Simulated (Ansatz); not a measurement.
Basis-set series for `C[Si](F)(F)C#N`. Total charge 0; spin multiplicity 1. Geometry: relaxed with PBE0-D4/def2-TZVP.

```
functional       basis  functions  energy (Eh)  HOMO (eV)  LUMO (eV)
   PBE0-D4    def2-SVP        103   -621.26382     -10.21      -0.68
   PBE0-D4  def2-TZVPP        239   -621.78196     -10.28      -0.92
   ωB97M-V    def2-SVP        103   -621.61525     -12.51       1.58
   ωB97M-V  def2-TZVPP        239   -622.14398     -12.60       1.23
```

Task: Give the rows for def2-QZVPP. (Estimate.)

Result: Ansatz gave: 
```
functional       basis  functions  energy (Eh)  HOMO (eV)  LUMO (eV)
   PBE0-D4  def2-QZVPP        445   -621.81040     -10.30      -0.96
   ωB97M-V  def2-QZVPP        445   -622.17031     -12.62       1.12
```

Positive LUMOs are unbound and depend on the basis.
